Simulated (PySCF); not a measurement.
From one molecule to another.

First species: C6H16N2.
Numbering: `[CH3:1][NH:2][N:3]([CH3:4])[C:5]([CH3:6])([CH3:7])[CH3:8]` (hydrogens: H9, H10, H11 on C1; H12 on N2; H13, H14, H15 on C4; H16, H17, H18 on C6; H19, H20, H21 on C7; H22, H23, H24 on C8)

Geometry (GFN2-xTB, Å), atoms numbered from 1 in this order:
```xyz
24
C6H16N2 angstrom
C      2.7234   -0.2655    0.1605
N      1.4836    0.0387   -0.5222
N      0.4266    0.2989    0.3844
C      0.3589    1.6945    0.7644
C     -0.8238   -0.3155   -0.0885
C     -0.5457   -1.8146   -0.2387
C     -1.2971    0.2505   -1.4362
C     -1.9166   -0.1269    0.9674
H      2.5406   -1.1055    0.8279
H      3.1332    0.5658    0.7516
H      3.4604   -0.5568   -0.5865
H      1.6179    0.8192   -1.1698
H     -0.3632    1.8309    1.5639
H      1.3370    1.9919    1.1450
H      0.0984    2.3635   -0.0716
H      0.2606   -1.9724   -0.9477
H     -0.2505   -2.2304    0.7203
H     -1.4354   -2.3304   -0.5897
H     -0.5352    0.0891   -2.1948
H     -1.5035    1.3162   -1.3620
H     -2.2094   -0.2497   -1.7498
H     -2.3064    0.8878    0.9668
H     -2.7422   -0.8028    0.7585
H     -1.5233   -0.3565    1.9543
```

Second species: C₂H₁₁NSSi₄.
SMILES with atom numbers: `[CH3:1][S:2][SiH2:3][Si@H:4]([C:5]#[N:6])[SiH2:7][SiH3:8]` (hydrogens: H9, H10, H11 on C1; H12, H13 on Si3; H14 on Si4; H15, H16 on Si7; H17, H18, H19 on Si8)

Levels: PBE0/pcSseg-1 for dipole moment, HOMO energy, LUMO energy and HOMO–LUMO gap; GFN2-xTB for rotational constant A and rotational constant C. Geometries: GFN2-xTB. All species are isolated and taken at one optimised geometry, non-relativistic unless stated. Electronic properties by PySCF.

Dipoles, sizes and rotational constants follow the conformer. The torsions of the flexible species, by atom-mapped SMILES:
- `[CH3:1][NH:2][N:3]([CH3:4])[C:5]([CH3:6])([CH3:7])[CH3:8]`: C1–N2–N3–C4 88°, N2–N3–C5–C6 58°
- `[CH3:1][S:2][SiH2:3][Si@H:4]([C:5]#[N:6])[SiH2:7][SiH3:8]`: C1–S2–Si3–Si4 -179°, S2–Si3–Si4–C5 158°, Si3–Si4–Si7–Si8 51°

(1) Which of the two has the higher HOMO energy, and by how much?

(2) Which of the two has the higher HOMO–LUMO gap, and by how much?

(3) Which of the two has the higher dipole moment, and by how much?

(4) Which has the higher rotational constant A?

(5) Which has the higher LUMO energy?

(6) Which has the higher rotational constant C?

Answers

(1) The first: -6.15 eV against -7.07 eV, a difference of 0.92 eV.

(2) The first: 7.53 eV against 5.71 eV, a difference of 1.82 eV.

(3) The second: 3.36 D against 1.24 D, a difference of 2.12 D.

(4) The first: 2.767 GHz against 0.901 GHz, a difference of 1.866 GHz.

(5) The first: 1.38 eV against -1.36 eV, a difference of 2.74 eV.

(6) The first: 1.340 GHz against 0.399 GHz, a difference of 0.941 GHz.

On the first: In atomic units the dipole is 0.49 e·bohr (1 au = 2.5417 D). A dipole of 1.24 D is allowed in C1, and pure rotational transitions are dipole-allowed.

On the second: The dipole matches unit charges of opposite sign 0.70 Å apart (1 e·Å = 4.8032 D). A dipole of 3.36 D is allowed in C1, and pure rotational transitions are dipole-allowed.
